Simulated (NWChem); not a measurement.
GeSiH6O; SMILES [SiH3][O][GeH3]

```xyz
9

Ge     0.0386     1.1318     0.0000
O     -0.5436    -0.5482     0.0000
Si     0.1157    -2.0665     0.0000
H     -1.2202     2.0094     0.0047
H      0.8891     1.3584     1.2648
H      0.8815     1.3612    -1.2693
H      0.9627    -2.2874    -1.2154
H     -0.9957    -3.0602     0.0075
H      0.9744    -2.2822     1.2081
```
Atoms are numbered in this order, from 1.

The geometry was optimised at PBE0/def2-SVP.

List the 4 lowest vertical singlet excitations from CAM-B3LYP/def2-SVPD, TDA (NWChem).


| state | energy (eV) | oscillator strength | leading excitation (squared amplitude) |
|---|---|---|---|
| S1 | 6.89 | 0.000 | HOMO → LUMO (0.94) |
| S2 | 7.20 | 0.002 | HOMO−1 → LUMO (0.92) |
| S3 | 7.88 | 0.057 | HOMO → LUMO+1 (0.81) |
| S4 | 8.11 | 0.011 | HOMO−3 → LUMO (0.54) |
